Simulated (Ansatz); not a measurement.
Species: [Zr(OH)2(NH2)2] (charge 0, multiplicity 1).

Give a relaxed geometry from PBE-D3(BJ)/def2-SVP run with Ansatz (an electronic-structure program).

This is not unique; one that fits is the end point of this relaxation, one of several conformers.
Cartesian coordinates (Å) in one orientation:
```xyz
11

Zr     0.043     0.100     0.022
O     -0.033    -1.844    -0.111
H      0.155    -2.774     0.071
O      0.978     0.755     1.609
H      0.911     1.176     2.478
N     -1.907     0.755     0.007
H     -2.712     0.238     0.380
H     -2.261     1.618    -0.421
N      0.977     0.980    -1.582
H      0.951     0.656    -2.556
H      1.672     1.734    -1.523
```
